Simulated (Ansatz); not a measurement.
`O=C=[N][Al]([F])[F]` + H₂S → `[F][Al]([F])[SH]` + `N=C=O` at 600 K and 1 bar (ligand exchange at the Al–N bond).

Gas-phase electronic energies from Ansatz, PBE0-D4/def2-TZVP geometries. CCSD(T)/CBS is the MP2 limit (def2-TZVPP, def2-QZVPP) plus CCSD(T) − MP2 in def2-TZVPP, frozen cores. This one scheme is used for every species. One conformer a species, not always the lowest.

```json
{"species": "`O=C=[N][Al]([F])[F]`", "CCSD(T)/CBS energy (Eh)": "-609.73954", "H − E (kJ/mol)": "100.7", "S (J/(mol·K))": "416.9"}
{"species": "H₂S", "CCSD(T)/CBS energy (Eh)": "-398.97279", "H − E (kJ/mol)": "60.8", "S (J/(mol·K))": "230.9"}
{"species": "`[F][Al]([F])[SH]`", "CCSD(T)/CBS energy (Eh)": "-840.18239", "H − E (kJ/mol)": "81.6", "S (J/(mol·K))": "374.4"}
{"species": "`N=C=O`", "CCSD(T)/CBS energy (Eh)": "-168.51995", "H − E (kJ/mol)": "83.3", "S (J/(mol·K))": "274.5"}
```

H − E and S are ideal-gas, rigid-rotor, harmonic terms from PBE0-D4/def2-TZVP, for one conformer and one mirror image of each species. 1 Eh = 2625.50 kJ/mol, R = 8.31446 J/(mol·K).

Problem. By hand: ΔE, ΔH, ΔS and ΔG.

Solution. ΔE = (-840.18239) + (-168.51995) − (-609.73954) − (-398.97279) = 0.00999 Eh = 26.2 kJ/mol. Δ(H − E) = 81.6 + 83.3 − 100.7 − 60.8 = 3.4, so ΔH = 29.6 kJ/mol. ΔS = 374.4 + 274.5 − 416.9 − 230.9 = 1.1 J/(mol·K). ΔG = 29.6 − 600 × (1.1)/1000 = 28.9 kJ/mol.

Problem. By hand: the equilibrium constant, and the temperature at which ΔG would vanish if ΔH and ΔS stayed fixed.

Solution. log₁₀ K = −ΔG/(RT ln 10) = -2.5. ΔG = 0 at ΔH/ΔS = 26909 K, far beyond where these terms or the molecules hold.

The number of gas molecules stays the same, so ΔS is small and ΔH decides. A doubt of 5 kJ/mol in ΔE shifts log₁₀ K by 0.4 here. Other conformers and mirror images would add mixing entropy, several J/(mol·K) or more a flexible species. Modes under 60 cm⁻¹, often nearly free rotors, make the harmonic entropy too high. These are equilibria of isolated gas molecules and say nothing of rates. Largest T1 diagnostic: 0.018 (customary marks: 0.02 for closed shells, 0.045 for open ones).
